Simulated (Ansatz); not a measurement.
Computed with Ansatz on PBE0-D4/def2-TZVP structures; ΔE is electronic, products minus reactants. CCSD(T)/CBS is the MP2 limit (def2-TZVPP, def2-QZVPP) plus CCSD(T) − MP2 in def2-TZVPP, frozen cores. This one scheme is used for every species. DFT in def2-TZVPP. B3LYP here is the variant with VWN-RPA as its local correlation; programs differ in this.

Reaction (formal exchange of groups at a C–Si bond): `BC(B)[SiH3]` + CH₄ → `BC(B)C` + SiH₄

`BC(B)[SiH3]`:

Z-matrix (Å, degrees):
```
Si
C 1 1.911
B 1 2.450 2 39.0
H 1 1.480 2 112.2 3 -96.5
H 1 1.494 2 109.3 3 23.9
H 1 1.483 2 107.6 3 140.8
B 2 1.530 1 107.2 3 115.2
H 2 1.091 1 108.2 3 -117.3
H 3 1.196 1 121.5 2 106.3
H 3 1.199 1 95.0 2 -124.4
H 7 1.198 2 120.8 1 124.7
H 7 1.197 2 120.0 1 -56.5
```

CH₄:

Cartesian coordinates in Å:
```
C 0.000 0.000 0.000
H -1.045 -0.265 -0.159
H 0.385 -0.541 0.864
H 0.080 1.072 0.177
H 0.580 -0.267 -0.883
```

`BC(B)C`:

Z-matrix (Å, degrees):
```
C
B 1 1.549
C 1 1.523 2 117.9
B 1 1.549 2 106.4 3 135.1
H 1 1.113 2 98.9 3 -122.8
H 2 1.197 1 120.3 3 168.9
H 2 1.199 1 120.5 3 -11.2
H 3 1.093 1 112.0 2 -175.6
H 3 1.092 1 110.2 2 65.0
H 3 1.093 1 112.0 2 -54.4
H 4 1.199 1 120.5 2 -123.9
H 4 1.197 1 120.4 2 56.0
```

SiH₄:

```xyz
5

Si    0.000    0.000    0.000
H    -0.235    0.298   -1.435
H     1.400    0.346    0.354
H    -0.231   -1.445    0.250
H    -0.933    0.801    0.831
```

```tsv
level	ΔE (kJ/mol)	difference from CCSD(T)/CBS
BLYP-D4	83.4	-4.0
r2SCAN-D4	92.1	4.7
PBE0-D4	89.3	1.9
r2SCANh-D4	91.6	4.2
r2SCAN0-D4	90.8	3.4
CAM-B3LYP-D4	79.3	-8.1
ωB97M-V	86.7	-0.7
PBE0	86.7	-0.7
B3LYP	78.1	-9.3
r2SCAN0	90.0	2.6
LC-ωPBE	84.0	-3.4
HF/def2-SVP	56.2	-31.2
MP2/def2-TZVPP	90.6	3.2
CCSD/def2-TZVPP	81.2	-6.2
CCSD(T)/def2-TZVPP	84.9	-2.5
MP2/def2-QZVPP	92.1	4.7
CCSD(T)/CBS	87.4	0
```

Largest T1 diagnostic among the species: 0.012.

Leaving LDA and LC-ωPBE aside and taking each functional with its dispersion term where it has one, the values spread over 12.8 kJ/mol, from CAM-B3LYP-D4 to r2SCAN-D4. LDA lies +3.8 kJ/mol from PBE without D4. The D4 term adds +5.0 kJ/mol with B3LYP and +2.6 kJ/mol with PBE0; it sums over pairs of atoms, weighted by their polarisabilities, and B3LYP, whose exchange is more repulsive, gets the larger term. In def2-TZVPP, CCSD(T) changes the Hartree–Fock value by +20.3 kJ/mol (the triples alone add +3.8 kJ/mol) and MP2 by +26.0 kJ/mol.
